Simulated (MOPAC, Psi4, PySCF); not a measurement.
Relaxed torsion scan: C₈H₅NO, SMILES N#Cc1ccccc1C=O, singlet. Scanned: dihedral C3–C8–C9–O10; all other coordinates were relaxed at GFN2-xTB. Points at φ and −φ are mirror images. Heavy atoms are numbered in the order of the SMILES N#Cc1ccccc1C=O, hydrogens after them in the order of the atoms that carry them; the mirror image has the same energies with the sign of each dihedral reversed.

- RMP2/6-31G* = restricted MP2 (frozen core)/6-31G*, spherical d // GFN2-xTB (PySCF)
- RHF/LANL2DZ = restricted Hartree-Fock/LANL2DZ, density fitting // GFN2-xTB run with PySCF
- PM3, restricted, heats of formation // GFN2-xTB (MOPAC)
- PBE-D3(BJ)/def2-SVP // GFN2-xTB (Psi4)

Energies relative to the lowest point of each profile, in eV; the last columns give the difference from PBE-D3(BJ):

| φ / ° | RMP2/6-31G* | RHF/LANL2DZ | PM3 | PBE-D3(BJ)/def2-SVP | RMP2/6-31G* − PBE-D3(BJ)/def2-SVP | RHF/LANL2DZ − PBE-D3(BJ)/def2-SVP | PM3 − PBE-D3(BJ)/def2-SVP |
|---|---|---|---|---|---|---|---|
| -160 | 0.030 | 0.031 | 0.004 | 0.039 | -0.009 | -0.008 | -0.035 |
| -140 | 0.116 | 0.119 | 0.020 | 0.146 | -0.029 | -0.026 | -0.126 |
| -120 | 0.241 | 0.245 | 0.042 | 0.289 | -0.048 | -0.043 | -0.247 |
| -100 | 0.348 | 0.357 | 0.056 | 0.408 | -0.059 | -0.051 | -0.351 |
| -80 | 0.365 | 0.385 | 0.065 | 0.427 | -0.063 | -0.042 | -0.362 |
| -60 | 0.288 | 0.325 | 0.075 | 0.343 | -0.055 | -0.018 | -0.268 |
| -40 | 0.184 | 0.241 | 0.091 | 0.219 | -0.036 | 0.022 | -0.129 |
| -20 | 0.114 | 0.185 | 0.111 | 0.122 | -0.008 | 0.064 | -0.010 |
| 0 | 0.092 | 0.169 | 0.122 | 0.085 | 0.007 | 0.084 | 0.037 |
| 20 | 0.114 | 0.185 | 0.111 | 0.122 | -0.008 | 0.064 | -0.010 |
| 40 | 0.184 | 0.241 | 0.091 | 0.219 | -0.036 | 0.022 | -0.129 |
| 60 | 0.288 | 0.325 | 0.075 | 0.343 | -0.055 | -0.018 | -0.268 |
| 80 | 0.365 | 0.385 | 0.065 | 0.427 | -0.063 | -0.042 | -0.362 |
| 100 | 0.348 | 0.357 | 0.056 | 0.408 | -0.059 | -0.051 | -0.351 |
| 120 | 0.241 | 0.245 | 0.042 | 0.289 | -0.048 | -0.043 | -0.247 |
| 140 | 0.116 | 0.119 | 0.020 | 0.146 | -0.029 | -0.026 | -0.126 |
| 160 | 0.030 | 0.031 | 0.004 | 0.039 | -0.009 | -0.008 | -0.035 |
| 180 | 0.000 | 0.000 | 0.000 | 0.000 | 0.000 | 0.000 | 0.000 |

RMP2/6-31G* is furthest from PBE-D3(BJ)/def2-SVP at -80 (-0.063 eV, below); its mean absolute difference over the points is 0.034 eV.

RHF/LANL2DZ is furthest from PBE-D3(BJ)/def2-SVP at 0 (0.084 eV, above); its mean absolute difference over the points is 0.035 eV.

PM3 is furthest from PBE-D3(BJ)/def2-SVP at -80 (-0.362 eV, below); its mean absolute difference over the points is 0.172 eV.
